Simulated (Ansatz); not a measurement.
The same path of C$_{2}$H$_{5}$NSi (9 atoms, charge 0, multiplicity 1) was run twice with different band settings. The coordinate that changes most is the dihedral H5–C1–Si2–N4.

Computed with RKS PBE-D4/def2-SVP (Ansatz 0.2.0).

Relaxed end points:

```xyz
9
Properties=species:S:1:pos:R:3
C -0.729 0.745 -0.967
Si 0.101 -0.654 -0.036
C 0.790 -0.468 1.625
N 1.733 -0.307 0.763
H -0.355 0.803 -2.010
H -0.515 1.708 -0.463
H -1.828 0.606 -1.005
H -0.031 -2.014 -0.643
H 0.834 -0.418 2.735
```

```xyz
9
Properties=species:S:1:pos:R:3
C -0.554 0.786 -1.047
Si 0.379 -0.535 -0.100
C 0.235 -0.758 1.689
N 1.265 -0.025 1.443
H -1.384 0.349 -1.638
H 0.122 1.318 -1.748
H -0.978 1.524 -0.339
H 1.087 -1.559 -0.927
H -0.172 -1.100 2.666
```

Common settings: movable images 5; climbing image yes; spring 5.0 eV/Å²; start path IDPP; force threshold 0.05 eV/Å; iteration limit 60; end points relaxed.

| run | optimiser |
| --- | --- |
| 1 | quadratic models (default) |
| 2 | lbfgs |

(1) What does each run give, and how far can it be trusted?

Answers

(1) Run 1: converged after 3 iterations, highest image 0.032 eV above the first end. A vibrational analysis at the climbing image gives one clearly imaginary mode, 117i cm⁻¹: a first-order saddle point.
Run 2: converged after 10 iterations, highest image 0.032 eV above the first end. Another band between the same ends (5 images) ends at a top of the same energy, where a vibrational analysis finds 1 clearly imaginary mode.
